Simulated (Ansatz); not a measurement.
What GaH2O2F (SMILES [OH][Ga]([OH])[F]) costs in Ansatz

GaH2O2F: 6 atoms, total charge 0, spin state singlet. As SMILES, `[OH][Ga]([OH])[F]`. Geometry: relaxed at PBE0-D4/def2-TZVP. This is one conformer, not always the lowest.

```xyz
6

O    -0.2972    1.3510   -0.5748
Ga   -0.0682   -0.3424   -0.1176
O     0.7944   -0.8423    1.3353
F    -0.7226   -1.5888   -1.1448
H    -0.7888    1.4590   -1.3928
H     1.1242   -0.1004    1.8485
```

Program: Ansatz 0.2.0. Hardware: 1 thread of AMD EPYC 9R45 (Zen 5), shared host, so times are rough. Ansatz fits the integrals of SCF and DFT runs by default. Its times include its search for lower SCF states.

(1) Estimate their order by wall time, quickest first.
A. gradient at PBE/cc-pVDZ
B. energy at CCSDTQ/ANO-RCC-MB, 12 core orbitals frozen
C. gradient at HF/STO-3G

## Answers

(1) C (0.52 s), A (3.9 s), B (66 s).
